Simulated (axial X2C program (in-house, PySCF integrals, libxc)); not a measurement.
**TaBr: from the spin-free to the two-component result**

Computed with an in-house all-electron X2C program for linear molecules (integrals from PySCF). Spin-free means the one-electron spin-free X2C Hamiltonian; two-component (2c) means X2C with spin–orbit coupling and atomic mean-field two-electron Coulomb and Gaunt terms, so the difference of the two also holds small scalar two-electron terms. Basis: Ta dyall-cv3z [13s14p9d7f4g], Br dyall-cv3z [8s9p6d4f1g] (cores contracted in-house); Gaussian nuclei, density fitting, unrestricted open shells. Masses: Ta 180.948 u, Br 78.918 u.

Spin-free state: M_S = 2, Λ = 1 (beyond evenly filled blocks: σα, π+α, δ+α, δ-α); fragments Ta + Br.

| level | Re (Å) | ωe (cm⁻¹) | De (eV) | μ (D) |
| --- | --- | --- | --- | --- |
| PBE0 | 2.421 | 257.0 | 3.976 | -2.83 |
| HF | 2.508 | 235.3 | 3.049 | -3.94 |
| MP2 | 2.419 | 261.4 | 3.601 | n/a |
| CCSD | 2.446 | 253.4 | 3.311 | n/a |
| CCSD(T) | 2.440 | 255.0 | n/a | n/a |

Correlated methods: 20 electrons correlated (number of frozen shells: Ta 4 s, 3 p, 2 d, 1 f; Br 3 s, 2 p, 1 d), 330 virtual spin orbitals or spinors in MP2, 110 natural virtuals in coupled cluster.

Dipoles are positive if Br is the positive end.

Two-component determinant lowest at the distance of the search:

Ω = 1 (⟨Sz⟩ = 1.96, ⟨Lz⟩ = -0.96 at HF); fragments Ta + Br.

```json
{"level": "PBE0", "Re (Å)": "2.421", "ωe (cm⁻¹)": "256.8", "μ (D)": "-2.78"}
{"level": "HF", "Re (Å)": "2.506", "ωe (cm⁻¹)": "235.4", "μ (D)": "-3.81"}
{"level": "MP2", "Re (Å)": "2.419", "ωe (cm⁻¹)": "261.1", "μ (D)": "n/a"}
{"level": "CCSD", "Re (Å)": "2.446", "ωe (cm⁻¹)": "253.1", "μ (D)": "n/a"}
{"level": "CCSD(T)", "Re (Å)": "2.440", "ωe (cm⁻¹)": "254.8", "μ (D)": "n/a"}
```

From the two tables, how do the constants change at the CCSD(T) level (2c against spin-free)?

At the CCSD(T) level Re is unchanged within 0.001 Å and ωe is unchanged to within 0.2 cm⁻¹.

Occupations by symmetry block were frozen at the best pattern of an incomplete PBE0 search. De is counted from the lowest determinant-based energies of the atoms at the same level, without counterpoise correction. De is not given where an atomic determinant may have missed its ground term or J level, or where the truncated virtual space spoils (T). Density functionals use the spin component along the axis (collinear). Coupled cluster ran in a truncated set of natural virtual spinors; the MP2 energy of the rest was added. (T) has no such correction and the atoms are truncated less, which lowers De at CCSD(T) by a hundredth of an eV or more. PBE0 can misorder states that lie within some tenths of an eV, so this need not be the ground state of the molecule. The nearest other spin-free determinant of the search, M_S = 1, Λ = 0, lies 0.19 eV up at the distance of the search. The functionals have no current-density term, which raises determinants with orbital currents, atoms included. With several unpaired electrons one determinant need not be a pure state. Open-shell Ω = 0 determinants with evenly filled partner blocks cannot be reached by this program, so the Ω shown need not be the lowest component.
